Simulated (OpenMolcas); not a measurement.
V²⁺: the spin-orbit constant, Racah parameters, worked from levels

```yaml
Program: OpenMolcas 26.06
Basis: ANO-R2 [6s4p4d2f1g]
Scalar_Hamiltonian: X2C, finite nucleus
Active_space: 3 electrons in 5 orbitals (3d)
State_averaging: 2S+1 = 4 even, 10 roots; 2S+1 = 2 even, 40 roots (35 in the spin-orbit step)
Spin-orbit_coupling: state interaction with AMFI integrals over the reference wave functions, term energies averaged over their components
```

Methods: CASSCF; SS-CASPT2, IPEA 0.25 Eh, imaginary shift 0.1 Eh (closed shells correlated: 3s 3p). Measured levels: Sugar and Corliss, J. Phys. Chem. Ref. Data 7, 1191 (1978).

**The spin-orbit constant.** For the Hund term 4F of d3, E(J) = (A/2) J(J+1) + constant and ζ = 2S·A = 3A. From J = 3/2 to J = 9/2 the energy changes by 10.5 A.

```json
{"Source": "CASSCF", "E(9/2) - E(3/2)": "618.8", "A": "58.9", "ζ": "177"}
{"Source": "SS-CASPT2", "E(9/2) - E(3/2)": "619.3", "A": "59.0", "ζ": "177"}
{"Source": "measured", "E(9/2) - E(3/2)": "583.8", "A": "55.6", "ζ": "167"}
```

All in cm-1. SS-CASPT2 is off by +6.1 % and CASSCF by +6.0 %. Both methods take the spin-orbit matrix elements from the reference wave functions, so the second can move ζ only through the term energies and any multistate remixing. Second-order mixing with other terms is absorbed into this ζ.

**Racah parameters.** Above 4F, d3 has 4P at 15B, 2G at 4B + 3C and 2H at 9B + 3C. The first two fix B and C, and the third tests them; where it misses by thousands of cm-1, two parameters do not describe the configuration (Trees and configuration-interaction terms are left out) and B and C hang on the terms chosen. Term energies are centres of gravity, weighted by 2J + 1.

| Source | 4P | 2G | B | C | C/B | 2H from B, C | 2H found |
| --- | --- | --- | --- | --- | --- | --- | --- |
| CASSCF | 14633 | 14747 | 976 | 3615 | 3.70 | 19629 | 19538 |
| SS-CASPT2 | 11845 | 11531 | 790 | 2791 | 3.53 | 15483 | 16490 |
| measured | 11330 | 11752 | 755 | 2910 | 3.85 | 15525 | 16565 |

Energies in cm-1. From CASSCF to SS-CASPT2, B changes by -19.1 % and C by -22.8 %. Against the measured terms, SS-CASPT2 has B off by +4.6 % and C by -4.1 %.

CASPT2 breaks the degeneracy within a term, and the mean is taken; among the terms shown or strongly mixed into the levels shown the widest spread is 730 cm-1 (3d3 4F, SS-CASPT2). Some high roots are left out of the spin-orbit mixing, which shifts the levels that they would mix with. Without dynamic correlation excited terms often stand tens of per cent too high (terms of higher spin than the ground term too low), and those without a measured partner can miss by more than the paired ones (holds for CASSCF). Measured partners are found by configuration, term and J. A level has none where our copy of the source lacks it or the pairing is in doubt (some pairs that miss far off the trend of their configuration count as doubtful), and it then counts in no deviation. Levels of configurations outside the active space are missing.
